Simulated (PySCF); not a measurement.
**[RuH2]+: bend–stretch map**

Method: UPBE0 in PySCF with Ru def2-TZVP with ECP28, H def2-TZVP; scalar-relativistic core potentials, no spin–orbit coupling; density-fitted integrals.

Rigid scan from the quartet minimum (H–H 0.853 Å, Ru–H 1.732 Å (×2); H–H–Ru 75.7° (×2), H–Ru–H 28.5°). Coordinate: rows scale both bonds, columns set the H–Ru–H angle. Energies in kJ/mol from the minimum.

Rows run from the largest first scale (top) to the smallest, columns from the smallest angle to the largest. Lower edges of the bins (kJ/mol): '0' 109.0, '1' 110.4, '2' 112.7, '3' 116.4, '4' 122.1, '5' 131.3, '6' 145.8, '7' 168.8, '8' 205.2, '9' 262.9; top 354.
```
8888999
7778999
6678999
5567899
3467899
0357899
```

(1) Give the energies on the grid of the scan.

Answers

(1) 
```
scale \ angle   90  105  120  135  150  165  180
         0.94  109  120  142  188  260  328  354
         0.97  119  130  151  194  258  315  337
         1.00  133  145  165  205  260  308  326
         1.03  152  164  183  219  267  306  321
         1.06  174  185  204  236  276  309  321
         1.10  206  217  233  260  292  317  327
```

The bond scale of lowest energy on the grid is 0.94 (edge) at 90°, 0.94 (edge) at 105°, 0.94 (edge) at 120°, 0.94 (edge) at 135°, 0.97 at 150°, 1.03 at 165°, 1.03 at 180°.

Other spin states or occupations of the open shell can lie lower.

Other isomers or separated fragments may lie lower.
